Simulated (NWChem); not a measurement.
All runs are NWChem calculations. System: CH₆Hf, charge 0, spin multiplicity 1, at a geometry optimised with B3LYP/def2-SVP with def2 effective core potentials on Hf. The structure started from a generated list of species. Level: RHF/def2-SVP with def2 effective core potentials on Hf.

NWChem printed:

```
             Northwest Computational Chemistry Package (NWChem) 7.3.0
             --------------------------------------------------------

                                NWChem Input Module
                                -------------------

 Scaling coordinates for geometry "geometry" by  1.889725989
 (inverse scale =  0.529177249)

 Turning off AUTOSYM since
 SYMMETRY directive was detected!

                             Geometry "geometry" -> ""
                             -------------------------

 Output coordinates in angstroms (scale by  1.889725989 to convert to a.u.)

  No.       Tag          Charge          X              Y              Z
 ---- ---------------- ---------- -------------- -------------- --------------
    1 Hf                  72.0000     0.22764700     0.01295200     0.00000000
    2 C                    6.0000    -1.95670300    -0.11160500     0.00000000
    3 H                    1.0000    -2.32526300    -0.64995100     0.89551600
    4 H                    1.0000    -2.32526300    -0.64995100    -0.89551600
    5 H                    1.0000    -2.41181100     0.89864800     0.00000000
    6 H                    1.0000     0.85470400    -0.83580800     1.53016600
    7 H                    1.0000     0.85470400    -0.83580800    -1.53016600
    8 H                    1.0000     0.70258700     1.80998700     0.00000000

 Effective nuclear repulsion energy (a.u.)     221.2088306201

            Nuclear Dipole moment (a.u.)
            ----------------------------
        X                 Y               Z
 ---------------- ---------------- ----------------
     0.0000453534     0.0000585815     0.0000000000

      Symmetry information
      --------------------

 Group name             Cs
 Group number              2
 Group order               2
 No. of unique centers     6

      Symmetry unique atoms

     1    2    3    5    6    8


 Summary of "ao basis" -> "" (spherical)
 ------------------------------------------------------------------------------
       Tag                 Description            Shells   Functions and Types
 ---------------- ------------------------------  ------  ---------------------
 *                          def2-svp                  on all atoms

 Summary of "ao basis" -> "ao basis" (spherical)
 ------------------------------------------------------------------------------
       Tag                 Description            Shells   Functions and Types
 ---------------- ------------------------------  ------  ---------------------
 Hf                         def2-svp                12       32   6s3p2d1f
 C                          def2-svp                 6       14   3s2p1d
 H                          def2-svp                 3        5   2s1p

                                 NWChem SCF Module
                                 -----------------

  ao basis        = "ao basis"
  functions       =    76
  atoms           =     8
  closed shells   =    12
  open shells     =     0
  charge          =   0.00
  wavefunction    = RHF
  use symmetry    = T
  symmetry adapt  = T

 Summary of "ao basis" -> "ao basis" (spherical)
 ------------------------------------------------------------------------------
       Tag                 Description            Shells   Functions and Types
 ---------------- ------------------------------  ------  ---------------------
 Hf                         def2-svp                12       32   6s3p2d1f
 C                          def2-svp                 6       14   3s2p1d
 H                          def2-svp                 3        5   2s1p

      Symmetry analysis of basis
      --------------------------

        a'         50
        a"         26

 Forming initial guess at       0.1s

      Superposition of Atomic Density Guess
      -------------------------------------

 Sum of atomic energies:         -92.55872487

      Non-variational initial energy
      ------------------------------

 Total energy =     -88.221593
 1-e energy   =    -228.056062
 2-e energy   =      91.144013
 HOMO         =      -0.308590
 LUMO         =       0.012895

      Symmetry analysis of molecular orbitals - initial
      -------------------------------------------------

  Numbering of irreducible representations:

     1 a'          2 a"

  Orbital symmetries:

     1 a'          2 a'          3 a'          4 a"          5 a'
     6 a'          7 a"          8 a'          9 a'         10 a'
    11 a"         12 a'         13 a"         14 a'         15 a'
    16 a"         17 a'         18 a'         19 a"         20 a'
    21 a'         22 a'

 Starting SCF solution at       0.4s

 ----------------------------------------------
         Quadratically convergent ROHF

 Convergence threshold     :          1.000E-07
 Maximum no. of iterations :          100
 Final Fock-matrix accuracy:          1.000E-09
 ----------------------------------------------

              iter       energy          gnorm     gmax       time
             ----- ------------------- --------- --------- --------
                 1      -88.6542682749  9.23D-01  2.29D-01      0.4
                 2      -88.7249100499  2.27D-01  5.31D-02      0.5
                 3      -88.7315701180  1.56D-02  3.40D-03      0.5
                 4      -88.7316099389  1.30D-04  4.05D-05      0.6
                 5      -88.7316099437  6.67D-09  2.08D-09      0.8

       Final RHF  results
       ------------------

         Total SCF energy =    -88.731609943702
      One-electron energy =   -229.456503568513
      Two-electron energy =     92.034437823962
 Nuclear repulsion energy =     48.690455800849

        Time for solution =      0.4s

       Symmetry analysis of molecular orbitals - final
       -----------------------------------------------

  Numbering of irreducible representations:

     1 a'          2 a"

  Orbital symmetries:

     1 a'          2 a'          3 a'          4 a'          5 a"
     6 a'          7 a"          8 a'          9 a'         10 a'
    11 a"         12 a'         13 a'         14 a'         15 a"
    16 a"         17 a'         18 a'         19 a'         20 a"
    21 a'         22 a'

             Final eigenvalues
             -----------------

              1
    1  -11.2066
    2   -2.9348
    3   -1.6084
    4   -1.6058
    5   -1.6058
    6   -0.9101
    7   -0.5515
    8   -0.5515
    9   -0.4699
   10   -0.4185
   11   -0.4184
   12   -0.4126
   13    0.0484
   14    0.0493
   15    0.0493
   16    0.0851
   17    0.0851
   18    0.1061
   19    0.1537
   20    0.1601
   21    0.1601
   22    0.2528

                       ROHF Final Molecular Orbital Analysis
                       -------------------------------------

 Vector   10  Occ=2.000000D+00  E=-4.184528D-01  Symmetry=a'
              MO Center=  6.7D-01,  7.8D-01, -6.1D-10, r^2= 2.9D+00
   Bfn.  Coefficient  Atom+Function         Bfn.  Coefficient  Atom+Function
  ----- ------------  ---------------      ----- ------------  ---------------
    73      0.373891  8 H  s                 72      0.353675  8 H  s
    18     -0.256655  1 Hf d  0               8     -0.237776  1 Hf py
    63     -0.186704  6 H  s                 68     -0.186704  7 H  s
    16      0.178141  1 Hf d -2              62     -0.176603  6 H  s
    67     -0.176603  7 H  s                 20     -0.170418  1 Hf d  2

 Vector   11  Occ=2.000000D+00  E=-4.184458D-01  Symmetry=a"
              MO Center=  7.5D-01, -7.0D-01,  6.1D-10, r^2= 2.9D+00
   Bfn.  Coefficient  Atom+Function         Bfn.  Coefficient  Atom+Function
  ----- ------------  ---------------      ----- ------------  ---------------
    63      0.323657  6 H  s                 68     -0.323657  7 H  s
    62      0.306158  6 H  s                 67     -0.306158  7 H  s
    17     -0.284918  1 Hf d -1               9     -0.238170  1 Hf pz
    19     -0.213186  1 Hf d  1

 Vector   12  Occ=2.000000D+00  E=-4.126285D-01  Symmetry=a'
              MO Center= -1.2D+00, -7.1D-02,  1.9D-12, r^2= 2.4D+00
   Bfn.  Coefficient  Atom+Function         Bfn.  Coefficient  Atom+Function
  ----- ------------  ---------------      ----- ------------  ---------------
    36      0.436973  2 C  px                39      0.359901  2 C  px
    20      0.320611  1 Hf d  2              35      0.274843  2 C  s
     7      0.221523  1 Hf px                18     -0.186935  1 Hf d  0

 Vector   13  Occ=0.000000D+00  E= 4.844371D-02  Symmetry=a'
              MO Center=  1.1D+00,  6.3D-02,  9.6D-14, r^2= 8.4D+00
   Bfn.  Coefficient  Atom+Function         Bfn.  Coefficient  Atom+Function
  ----- ------------  ---------------      ----- ------------  ---------------
    13      1.071576  1 Hf px                20      0.273339  1 Hf d  2
    48      0.187157  3 H  s                 53      0.187157  4 H  s
    58      0.184523  5 H  s                  7     -0.157851  1 Hf px
    18     -0.153660  1 Hf d  0

 Vector   14  Occ=0.000000D+00  E= 4.932534D-02  Symmetry=a'
              MO Center=  3.6D-01, -6.2D-01,  1.0D-10, r^2= 7.4D+00
   Bfn.  Coefficient  Atom+Function         Bfn.  Coefficient  Atom+Function
  ----- ------------  ---------------      ----- ------------  ---------------
    14      0.851953  1 Hf py                18      0.381243  1 Hf d  0
    23      0.222026  1 Hf d  0              20      0.217600  1 Hf d  2
    58     -0.157771  5 H  s

 Vector   15  Occ=0.000000D+00  E= 4.933615D-02  Symmetry=a"
              MO Center=  2.8D-01,  6.6D-01, -1.0D-10, r^2= 7.4D+00
   Bfn.  Coefficient  Atom+Function         Bfn.  Coefficient  Atom+Function
  ----- ------------  ---------------      ----- ------------  ---------------
    15      0.853987  1 Hf pz                17      0.436349  1 Hf d -1
    22      0.256792  1 Hf d -1

 center of mass
 --------------
 x =   0.12214107 y =   0.00693371 z =   0.00000000

 moments of inertia (a.u.)
 ------------------
          46.024015081954         -13.597877289458           0.000000000000
         -13.597877289458         283.931914272035           0.000000000000
           0.000000000000           0.000000000000         284.704064304374

  Mulliken analysis of the total density
  --------------------------------------

    Atom       Charge   Shell Charges
 -----------   ------   -------------------------------------------------------
    1 Hf  12    10.41   0.03 -0.30  1.78  0.50  0.63  0.07  5.57  0.57  0.08  1.39  0.03  0.07
    2 C    6     6.63   1.99  0.82  0.43  2.04  1.32  0.02
    3 H    1     0.92   0.72  0.17  0.03
    4 H    1     0.92   0.72  0.17  0.03
    5 H    1     0.92   0.72  0.17  0.03
    6 H    1     1.40   0.73  0.67  0.01
    7 H    1     1.40   0.73  0.67  0.01
    8 H    1     1.40   0.73  0.67  0.01

       Multipole analysis of the density wrt the origin
       ------------------------------------------------

     L   x y z        total         open         nuclear
     -   - - -        -----         ----         -------
     0   0 0 0      0.000000      0.000000     24.000000

     1   1 0 0     -0.349226      0.000000    -25.811382
     1   0 1 0     -0.020255      0.000000     -1.468485
     1   0 0 1     -0.000000      0.000000      0.000000

     2   2 0 0    -27.086293      0.000000    150.624608
     2   1 1 0      0.119971      0.000000      7.298649
     2   1 0 1     -0.000000      0.000000      0.000000
     2   0 2 0    -29.139406      0.000000     22.863350
     2   0 1 1      0.000000      0.000000      0.000000
     2   0 0 2    -29.147302      0.000000     22.450259

 Task  times  cpu:        0.8s     wall:        0.8s

 Total times  cpu:        0.8s     wall:        0.8s
```

**Question.** Write an NWChem input that would produce this output.

**Answer.** Several could match; the one computed here: 
```
start mol
memory heap 200 mb stack 900 mb global 1100 mb
geometry units angstroms nocenter noautoz
  Hf     0.227647     0.012952     0.000000
  C     -1.956703    -0.111605     0.000000
  H     -2.325263    -0.649951     0.895516
  H     -2.325263    -0.649951    -0.895516
  H     -2.411811     0.898648     0.000000
  H      0.854704    -0.835808     1.530166
  H      0.854704    -0.835808    -1.530166
  H      0.702587     1.809987     0.000000
  symmetry group Cs
end
basis spherical
  * library def2-svp
end
ecp
  Hf library def2-ecp
end
scf
  rhf
  nopen 0
  maxiter 100
  thresh 1e-7
  semidirect memsize 60000000 filesize 0
end
task scf energy
```
